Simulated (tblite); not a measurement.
Compound: C₃H₁₂BOP.
SMILES with atom numbers: `[CH3:1][CH2:2][O+:3]([CH3:4])[BH2-:5][PH2:6]` (hydrogens: H7, H8, H9 on C1; H10, H11 on C2; H12, H13, H14 on C4; H15, H16 on B5; H17, H18 on P6)

Computed with GFN2-xTB (tblite), gas phase: L-BFGS steps from a force-field or distance-geometry start until the largest atomic force falls under 0.01 eV/Å.

Step 42: E = -553.5550 eV
```
atom  x, y, z in Å  |  force x, y, z in eV/Å
C1     -1.9413    1.1375    0.0923   -0.006  -0.006  -0.013
C2     -0.8770    0.2318   -0.5069    0.005  -0.005   0.002
O3      0.0400   -0.2321    0.4876   -0.002  -0.004   0.026
C4     -0.4840   -1.2846    1.2783    0.006  -0.019   0.013
B5      1.5103   -0.5906   -0.1355   -0.019  -0.021  -0.010
P6      2.2243    1.1998   -0.5101    0.024   0.031   0.010
H7     -2.5374    1.5616   -0.7103   -0.003   0.019  -0.002
H8     -1.4617    1.9477    0.6366   -0.030  -0.012   0.008
H9     -2.6093    0.6010    0.7627    0.003   0.013   0.005
H10    -1.3194   -0.6254   -1.0290   -0.016   0.001  -0.002
H11    -0.2742    0.8044   -1.2153    0.000   0.009  -0.005
H12    -0.6294   -2.1897    0.6803   -0.019   0.000  -0.005
H13    -1.4284   -0.9835    1.7340    0.008   0.011  -0.017
H14     0.2427   -1.4912    2.0604    0.003  -0.011   0.022
H15     1.3258   -1.2204   -1.1264    0.022  -0.026  -0.043
H16     2.0883   -1.1732    0.7168    0.024   0.031   0.020
H17     2.6236    1.5088    0.7781    0.003   0.009   0.005
H18     3.4983    0.8045   -0.8586    0.000  -0.021  -0.013
```

Step 43: E = -553.5553 eV
```
atom  x, y, z in Å  |  force x, y, z in eV/Å
C1     -1.9415    1.1375    0.0917   -0.002  -0.005  -0.015
C2     -0.8763    0.2311   -0.5064   -0.009   0.003   0.006
O3      0.0393   -0.2325    0.4899   -0.004  -0.001   0.003
C4     -0.4850   -1.2862    1.2784    0.007  -0.015   0.010
B5      1.5104   -0.5893   -0.1321   -0.011  -0.009  -0.014
P6      2.2233    1.2017   -0.5107    0.010   0.015  -0.002
H7     -2.5320    1.5668   -0.7127   -0.001   0.013   0.008
H8     -1.4622    1.9447    0.6414   -0.033  -0.018   0.002
H9     -2.6147    0.6006    0.7573    0.015   0.018  -0.007
H10    -1.3206   -0.6264   -1.0275    0.002   0.014   0.001
H11    -0.2722    0.8034   -1.2150   -0.016  -0.006   0.010
H12    -0.6348   -2.1887    0.6782   -0.015  -0.012  -0.013
H13    -1.4274   -0.9851    1.7374   -0.002   0.021  -0.010
H14     0.2436   -1.4966    2.0572    0.008  -0.016   0.033
H15     1.3287   -1.2207   -1.1222    0.016  -0.029  -0.047
H16     2.0900   -1.1694    0.7205    0.023   0.030   0.026
H17     2.6276    1.5103    0.7750    0.011   0.015   0.019
H18     3.4951    0.8047   -0.8653    0.001  -0.020  -0.010
```

Task: Estimate the geometry and energy of step 44. (The exact step hangs on the optimiser's Hessian estimate; all steps are aligned on step 43, rigid shifts and turns removed.)

Result: E = -553.5557 eV, largest force 0.046 eV/Å
```
atom  x, y, z in Å  |  force x, y, z in eV/Å
C1     -1.9418    1.1376    0.0909    0.001   0.000  -0.012
C2     -0.8757    0.2304   -0.5057   -0.020   0.009   0.010
O3      0.0386   -0.2330    0.4924   -0.002  -0.001  -0.024
C4     -0.4859   -1.2881    1.2787    0.005  -0.008   0.005
B5      1.5103   -0.5882   -0.1290    0.004   0.005  -0.018
P6      2.2226    1.2041   -0.5114   -0.006  -0.007  -0.011
H7     -2.5265    1.5725   -0.7151   -0.001   0.006   0.015
H8     -1.4635    1.9413    0.6465   -0.028  -0.018  -0.001
H9     -2.6200    0.6005    0.7517    0.020   0.017  -0.017
H10    -1.3219   -0.6272   -1.0261    0.018   0.022   0.003
H11    -0.2704    0.8024   -1.2144   -0.028  -0.018   0.023
H12    -0.6408   -2.1878    0.6760   -0.008  -0.019  -0.016
H13    -1.4264   -0.9862    1.7405   -0.011   0.026  -0.001
H14     0.2445   -1.5024    2.0546    0.007  -0.020   0.035
H15     1.3321   -1.2216   -1.1189    0.010  -0.025  -0.037
H16     2.0923   -1.1647    0.7248    0.016   0.030   0.023
H17     2.6319    1.5122    0.7721    0.020   0.018   0.029
H18     3.4918    0.8046   -0.8725    0.002  -0.017  -0.005
```

The energy changes by -0.0004 eV. The first-order estimate −F·Δx gives -0.0005 eV and the mean of the old and new forces, exact on a quadratic surface, -0.0004 eV. The step makes an angle of 78° with the force vector and moves no atom by more than 0.008 Å.

What follows is the cost of the whole relaxation. Time: 0.94 s. Hardware: Arm Neoverse N1, one thread, no GPU, on a shared host.
